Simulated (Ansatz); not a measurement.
Program: Ansatz. Geometries: PBE0-D4/def2-TZVP. ΔE: electronic, gas phase. CCSD(T)/CBS is the MP2 limit (def2-TZVPP, def2-QZVPP) plus CCSD(T) − MP2 in def2-TZVPP, frozen cores. This one scheme is used for every species. Functionals use def2-TZVPP. Triplets are unrestricted, without spin–orbit coupling. For Se outer-core shells are correlated without core-valence functions, which leaves a few kJ/mol of doubt a bond. Scalar relativity is left out up to krypton. Each species was taken in one conformer, which may not be the lowest.

Consider the formal loss of a carbene: `CC([SiH3])[SeH]` → `[CH2]` (triplet) + `[SiH3]C[SeH]`.

```tsv
level	ΔE (kJ/mol)
LDA (SPW92)	507.3
PBE-QIDH	428.8
SCS-MP2/def2-TZVPP	436.3
HF/CBS(def2)	278.6
```

(1) What does CCSD(T)/CBS give? (Best estimate.)

Largest T1 diagnostic among the species: 0.011.

Answers

(1) The calculation gave: +434.4 kJ/mol. The listed levels differ from it by 72.9, -5.6, 1.9, -155.8 kJ/mol.

At CCSD(T), def2-SVP lies −16.4 kJ/mol from the extrapolated value and def2-TZVPP −12.0 kJ/mol. In def2-TZVPP, CCSD(T) changes the Hartree–Fock value by +143.6 kJ/mol (the triples alone add +12.5 kJ/mol) and MP2 by +158.9 kJ/mol.

CCSD(T)/CBS has its own doubt, a few kJ/mol and more with outer-core shells, so smaller differences from it don't rank the levels.
